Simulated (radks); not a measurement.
All-electron atom: Ir9+ in [Xe] 4f14. Method: Dirac Kohn-Sham, PBE, spin-unpolarised, spherical densities, point nucleus; computed with a radial shooting solver on a logarithmic mesh with Libxc functionals.

X-ray form factor f0, the Fourier transform of the density (f0(0) = 68):

| sin(theta)/lambda (1/angstrom) | f0 (electrons) |
|---|---|
| 0.05 | 67.646 |
| 0.1 | 66.608 |
| 0.15 | 64.958 |
| 0.2 | 62.805 |
| 0.25 | 60.275 |
| 0.3 | 57.502 |
| 0.4 | 51.708 |
| 0.5 | 46.157 |
| 0.6 | 41.203 |
| 0.8 | 33.215 |
| 1 | 27.242 |
| 1.25 | 21.879 |
| 1.5 | 18.351 |
| 2 | 14.415 |
